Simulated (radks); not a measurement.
Species: Ir2+. Configuration: [Kr] 4d10 4f14 5s2 5p5 5d7 5f1 (not the ground configuration). All-electron calculation, Dirac Kohn-Sham, BLYP, spin-unpolarised, spherical densities, finite nucleus; open shells fill j = l - 1/2 first; Fermi nuclear charge, rms radius 5.4032 fm. Program: a radial shooting solver on a logarithmic mesh with Libxc functionals.

X-ray form factor f0, the Fourier transform of the density (f0(0) = 75):

sin(theta)/lambda (1/angstrom),f0 (electrons)
0.05,73.878
0.1,71.436
0.15,68.434
0.2,65.005
0.25,61.379
0.3,57.794
0.4,51.238
0.5,45.676
0.6,40.963
0.8,33.303
1,27.334
1.25,21.892
1.5,18.339
2,14.421
